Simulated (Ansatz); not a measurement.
Mulliken charges of BH$_{3}$O$_{2}$Si (`OB1O[SiH2]1`) from r2SCAN/def2-TZVPP in Ansatz (PBE0-D4/def2-TZVP geometry).

```csv
atom,x (Å),y (Å),z (Å),charge (e)
O1,-1.652,-0.797,-0.964,-0.296
B2,-0.567,-0.392,-0.287,0.229
O3,0.191,-1.049,0.623,-0.317
Si4,0.912,0.523,0.465,0.285
H5,-2.002,-0.127,-1.555,0.228
H6,0.879,1.302,1.727,-0.065
H7,2.300,0.471,-0.056,-0.065
```

Q: By hand: the dipole of these point charges (1 e Å = 4.8032 D).

A: Σ q r = (-0.105, 0.484, -0.309) e Å, of length 0.584 e Å = 2.81 D.

Q: How does the dipole of the full density compare? (Estimate.)

A: Computed: (-0.061, 0.436, -0.252) e Å, 2.44 D; the point charges give 1.15 times that, at 4° from its direction.

Point charges leave out the atoms' own dipoles, such as those of lone pairs, and Mulliken's split depends on the basis, so the two needn't agree.
